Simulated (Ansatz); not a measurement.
Frontier orbitals of CH4GaNO (`N=[C](O)[GaH2]`).

The species carries charge 0 and has multiplicity 1. Correlated methods include outer-core shells of Ga, which these sets cover unevenly. Scalar relativity is left out up to krypton. The structure was optimised at the PBE0-D4/def2-TZVP level. It is one conformer, not always the lowest. Basis def2-TZVPP, the Gaussian-basis code of Ansatz.

```
             functional  HOMO (eV)  LUMO (eV)  gap (eV)
                    PBE      -6.07      -3.00      3.07
                 revPBE      -6.00      -2.88      3.12
                   PBE0      -7.41      -2.19      5.22
                r2SCANh      -6.84      -2.50      4.34
HSE06 (plane-wave form)      -7.01      -2.56      4.45
                  BHLYP      -8.73      -1.45      7.28
                LC-ωPBE     -10.14      -0.09     10.05
                ωB97M-V      -9.70      -0.44      9.26
```

A quarter of exact exchange (PBE0) shifts PBE's HOMO by −1.34 eV and its LUMO by +0.81 eV; full exchange at long range (ωB97M-V) shifts them by −3.63 and +2.57 eV. The gap opens from 3.07 to 9.26 eV, since occupied levels lose self-interaction and empty ones feel all the electrons.

LC-ωPBE has ω = 0.4 bohr⁻¹.
